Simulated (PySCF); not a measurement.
**Electron correlation in Lu⁵³⁺ (lutetium, charge +53)**

Starting occupation: [Ar]. All numbers are calculated (PySCF 2.14, X2C-1e with screened-nucleus spin-orbit coupling, Gaussian nucleus, in an uncontracted even-tempered set (18 s from 5.1 bohr⁻², ratio 2.6; 14 p from 6.6 bohr⁻², ratio 2.6; 5 d from 6.8 bohr⁻², ratio 2.8; 3 f from 110 bohr⁻², ratio 2.8)). Frozen: [Ne]; 8 electrons correlated; the 62 highest virtual spinors left out.

MP2 pair energies summed by pair of shells (mhartree):

```json
{"pair": "3p3/2-3p3/2", "energy": "-194.42", "share (%)": "43.0"}
{"pair": "3p1/2-3p3/2", "energy": "-164.01", "share (%)": "36.3"}
{"pair": "3p1/2-3p1/2", "energy": "-41.51", "share (%)": "9.2"}
{"pair": "3p3/2-3s1/2", "energy": "-23.65", "share (%)": "5.2"}
{"pair": "3s1/2-3s1/2", "energy": "-15.06", "share (%)": "3.3"}
{"pair": "3p1/2-3s1/2", "energy": "-13.06", "share (%)": "2.9"}
```

Total MP2 correlation energy: -451.70 mhartree.

The virtual space was cut to 50 spinors, which keep -435.67 of the -451.70 mhartree of MP2 correlation.

```csv
level,correlation energy (mhartree)
CCSD,-476.57
(T),-1.65
CCSD(T),-478.22
```

Diagnostics: T1 = 0.00018, largest double amplitude 0.035.

Cost of the coupled-cluster step: of the order of 19 core-seconds, for 8 occupied and 50 virtual spinors.

The coupled-cluster values are those of the cut space; adding the MP2 remainder, -16.03 mhartree, estimates the full space.

At this charge the one-electron X2C treatment keeps the bare 1/r₁₂, with no two-electron picture change or Breit term. The effect here is smaller than on the frozen 1s shell.
